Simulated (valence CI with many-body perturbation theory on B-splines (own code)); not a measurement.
## Level structure of Re⁴⁺

Computed by configuration interaction combined with many-body perturbation theory (CI+MBPT): three valence electrons over a frozen Dirac-Fock core [Xe] 4f14, radial functions for each j: 9 s, 9 p, 10 d, 8 f, 5 g, 3 h, 1 i, with the one-electron correlation potential Σ1 (screened to all orders), the two-electron term Σ2, the three-electron term Σ3, Breit, model QED; selected single and double excitations, second order for the rest, scaled by the run's own slope (own B-spline code, finite nucleus).

Set against measurement, 62 paired levels are off by 1190 cm⁻¹ on average, the worst by 2237. These come from a selection out of Brasseur, Gamrath and Quinet, At. Data Nucl. Data Tables 157, 101636 (2024). Levels without a partner in it may be off by more, other configurations by 1,000 to 8,000 cm⁻¹. 1 measured level below the end of the list, from 164068 cm⁻¹ on, found no clear computed partner.

Levels 1 to 45 of 66, with energies above the lowest level, 5d3 4F_3/2. "Leading %" is the weight of the configuration and term that name the level; weights of strongly mixed levels are sums over their largest components and can fall short. Lifetimes count E1, E2, E3, M1 and M2 decay at the calculated energies, and are blank where another channel may lead or the interval is too uncertain; long ones can be off by a factor of two.

| No. | Configuration | Term | J | E (cm⁻¹) | Leading % | g | Lifetime |
| --- | --- | --- | --- | --- | --- | --- | --- |
| 1 | 5d3 | 4F | 3/2 | 0.0 | 86 | 0.466 |  |
| 2 | 5d3 | 4F | 5/2 | 4764 | 95 | 1.036 | 240 ms |
| 3 | 5d3 | 4F | 7/2 | 8900 | 88 | 1.202 | 381 ms |
| 4 | 5d3 | 4F | 9/2 | 11912 | 65 | 1.240 | 1.79 s |
| 5 | 5d3 | 4P | 3/2 | 12923 | 46 | 1.400 | 125 ms |
| 6 | 5d3 | 4P | 1/2 | 14830 | 68 | 2.027 | 581 ms |
| 7 | 5d3 | 2G | 7/2 | 19166 | 86 | 0.933 | 54.7 ms |
| 8 | 5d3 | 2H | 9/2 | 19981 | 57 | 1.054 | 80.9 ms |
| 9 | 5d3 | 4P | 5/2 | 21391 | 90 | 1.560 | 139 ms |
| 10 | 5d3 | 2D | 3/2 | 23713 | 44 | 1.216 | 25.9 ms |
| 11 | 5d3 | 2P | 1/2 | 24246 | 66 | 1.309 | 63.2 ms |
| 12 | 5d3 | 2H | 11/2 | 27123 | 99 | 1.091 | 172 ms |
| 13 | 5d3 | 2D | 5/2 | 29398 | 88 | 1.212 | 43.4 ms |
| 14 | 5d3 | 2G | 9/2 | 30448 | 56 | 1.059 | 34.2 ms |
| 15 | 5d3 | 2P | 3/2 | 33385 | 53 | 1.178 | 27.0 ms |
| 16 | 5d3 | 2F | 5/2 | 35021 | 86 | 0.900 | 81.7 ms |
| 17 | 5d3 | 2F | 7/2 | 35411 | 94 | 1.134 | 72.6 ms |
| 18 | 5d3 | 2D | 3/2 | 53469 | 98 | 0.804 | 16.1 ms |
| 19 | 5d3 | 2D | 5/2 | 53803 | 87 | 1.178 | 11.0 ms |
| 20 | 5d2 6s | 4F | 3/2 | 64938 | 93 | 0.427 | 1.70 ms |
| 21 | 5d2 6s | 4F | 5/2 | 67634 | 84 | 1.028 | 1.47 ms |
| 22 | 5d2 6s | 4F | 7/2 | 73278 | 95 | 1.233 | 1.36 ms |
| 23 | 5d2 6s | 4F | 9/2 | 78729 | 93 | 1.318 | 1.23 ms |
| 24 | 5d2 6s | 2F | 5/2 | 79663 | 55 | 1.020 | 946 μs |
| 25 | 5d2 6s | 4P | 1/2 | 80271 | 93 | 2.601 | 773 μs |
| 26 | 5d2 6s | 4P | 3/2 | 83238 | 87 | 1.611 | 807 μs |
| 27 | 5d2 6s | 4P | 5/2 | 83976 | 52 | 1.309 | 829 μs |
| 28 | 5d2 6s | 2D | 3/2 | 87752 | 66 | 0.971 | 940 μs |
| 29 | 5d2 6s | 2F | 7/2 | 87807 | 66 | 1.065 | 848 μs |
| 30 | 5d2 6s | 2G | 9/2 | 93770 | 92 | 1.126 | 864 μs |
| 31 | 5d2 6s | 2D | 5/2 | 93954 | 56 | 1.328 | 821 μs |
| 32 | 5d2 6s | 2P | 1/2 | 94563 | 90 | 0.767 | 827 μs |
| 33 | 5d2 6s | 2G | 7/2 | 95415 | 68 | 0.971 | 817 μs |
| 34 | 5d2 6s | 2P | 3/2 | 101510 | 80 | 1.257 | 786 μs |
| 35 | 5d2 6s | 2S | 1/2 | 118670 | 91 | 1.970 | 543 μs |
| 36 | 5d2 6p | 4G° | 5/2 | 127620 | 62 | 0.696 | 835 ps |
| 37 | 5d2 6p | 4F° | 3/2 | 132380 | 50 | 0.659 | 269 ps |
| 38 | 5d2 6p | 4G° | 7/2 | 137200 | 74 | 1.019 | 612 ps |
| 39 | 5d2 6p | 4F° | 5/2 | 138700 | 42 | 1.091 | 311 ps |
| 40 | 5d2 6p | 4D° | 1/2 | 142540 | 58 | 0.612 | 206 ps |
| 41 | 5d2 6p | 4G° | 9/2 | 144510 | 42 | 1.166 | 410 ps |
| 42 | 5d2 6p | 4F° | 5/2 | 144840 | 29 | 0.959 | 353 ps |
| 43 | 5d2 6p | 4D° | 3/2 | 145490 | 32 | 1.204 | 261 ps |
| 44 | 5d2 6p | 4F° | 7/2 | 145860 | 37 | 1.223 | 258 ps |
| 45 | 5d2 6p | 2S° | 1/2 | 146420 | 43 | 1.597 | 248 ps |

Names give the largest LS component (configuration and term), which can be under half, so a name can repeat, a term be missing and a line seem to break the LS rules; names also repeat where a configuration has a term twice.

The ionisation energy to 5d2 3F_2 of the next ion comes out as 53.549 eV (NIST: 51.9 ± 1.9 eV (theoretical)). All 66 levels together are meant to be complete up to 165810 cm⁻¹.
